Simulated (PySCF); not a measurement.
## Dipole response of Xe⁺ (xenon, charge +1)

[Kr] 4d10 5s2 5p4 6s1, high-spin 4P determinant (an excited configuration). All numbers are calculated (PySCF 2.14, the spin-free X2C one-electron Hamiltonian (Gaussian nucleus), in x2c-QZVPPall with one added diffuse shell each of s, p, d, f type (14s10p8d5f1g, 128 functions)). Coupled (time-dependent) response in atomic units; α is the mean over directions.

```json
{"method": "UHF", "mean α (bohr³)": "199.4", "α xx, yy, zz": "228.6, 140.8, 228.6", "C₆ (like pair)": "2548", "S(−4)": "33330"}
{"method": "PBE", "mean α (bohr³)": "138.9", "α xx, yy, zz": "163.0, 90.64, 163.0", "C₆ (like pair)": "1561", "S(−4)": "15760"}
```

S(−4) is the Cauchy moment in α(ω) = α(0) + S(−4) ω² + …

Spin-orbit coupling is absent.

α(iu) at UHF:

```csv
u (hartree),α(iu) (bohr³)
0,199.4
0.0500,142.0
0.100,80.17
0.200,35.27
0.300,22.06
0.500,12.74
0.750,8.055
1.00,5.632
1.50,3.277
2.00,2.207
3.00,1.259
5.00,0.6007
```

For an ion, C₆ is the dispersion term alone; charge-induced terms of lower order in 1/R come first.

The components differ because the open shell of this determinant is not spherical; for a pure term their mean is the scalar polarisability.

The outer electron is Rydberg-like, and this basis confines it to a smaller radius and binds it less than a complete one would.
